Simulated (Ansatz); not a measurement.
Abridged output of a molecular run in Ansatz:

```
Functional definition: HF
924 factors; integrals over basis functions are off by at most 1.4e-3 eV
mean field evaluation 1: about -4875.3757 eV, gradient 3.0e1 eV
mean field evaluation 2: about -4875.3799 eV, gradient 3.0e1 eV
mean field evaluation 4: about -4877.7173 eV, gradient 4.1e0 eV
mean field evaluation 8: about -4877.7590 eV, gradient 7.3e-5 eV
mean field -4877.75900930 eV, -179.2543373279 hartree, gradient 2.6e-6 eV, S^2 0.000000; 0 other end points of the search recorded, 0 dependent functions left out
4 core orbitals not correlated: weight in the atoms' cores, before any rotation towards them, 1.000 or more for the frozen orbitals, at most 0.000 for the correlated occupied ones
reference -4877.75900930 eV, -179.2543373279 hartree; 12, 12 occupied and 75, 75 virtual orbitals, 924 factors
second order -15.21326161 eV of doubles, -0.00000000 eV of singles
cycle   1  -15.99307069 eV  change   -7.8e-1 eV  update   9.3e-2
cycle   2  -16.42905378 eV  change   -4.4e-1 eV  update   2.7e-2
cycle   3  -16.53947408 eV  change   -1.1e-1 eV  update   1.6e-2
cycle   4  -16.53436577 eV  change    5.1e-3 eV  update   4.9e-3
cycle   5  -16.53447328 eV  change   -1.1e-4 eV  update   1.9e-3
cycle   6  -16.53427043 eV  change    2.0e-4 eV  update   5.2e-4
cycle   7  -16.53397984 eV  change    2.9e-4 eV  update   1.4e-4
cycle   8  -16.53395505 eV  change    2.5e-5 eV  update   4.2e-5
cycle   9  -16.53395558 eV  change   -5.2e-7 eV  update   1.1e-5
perturbative correction -0.44063464 eV, -0.0161930245 hartree
Total energy: -4894.73359952 eV, -179.8781420127 hartree
```

Its atoms:

Cartesian coordinates in Å:
```
B -0.800 1.164 -1.371
O -0.057 0.096 -1.057
C -0.241 -0.627 0.153
C 0.985 -0.510 1.023
H -0.557 1.709 -2.409
H -1.668 1.539 -0.626
H -1.131 -0.253 0.672
H -0.419 -1.671 -0.122
H 1.871 -0.858 0.488
H 1.151 0.527 1.324
H 0.866 -1.115 1.925
```

Which basis set was used?
A. def2-TZVPPD
B. def2-QZVPP
C. def2-SVP
D. cc-pV(T+d)Z

C. It gives 91 functions.

Write the keys of the input that set method, charge and spin (a neutral closed shell needs none for the last two).


```yaml
correlation: {method: ccsd_t}
```
